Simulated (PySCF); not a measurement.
Excitations are Tamm–Dancoff values on a coarser integration grid. The basis has no diffuse functions, so Rydberg states are missing or too high.

Z-matrix (Å, degrees):
```
Al
S 1 2.1770
H 2 1.3458 1 92.41
S 1 2.1804 2 116.79 3 179.13
H 4 1.3446 1 93.51 2 178.93
S 1 2.1835 2 119.01 3 -0.88
H 6 1.3448 1 93.92 2 179.04
```
Charge 0, multiplicity 1.

Task: Predict the T1 excitation (TDA), S1 excitation (TDA) and S1–T1 gap (TDA) from PBE-D3(BJ)/def2-TZVP // r2SCAN-D4/def2-TZVP run with PySCF.

Result: 
```
Property              Result
-------------------  -------
T1 excitation (TDA)  4.87 eV
S1 excitation (TDA)  5.06 eV
S1–T1 gap (TDA)      0.19 eV
```
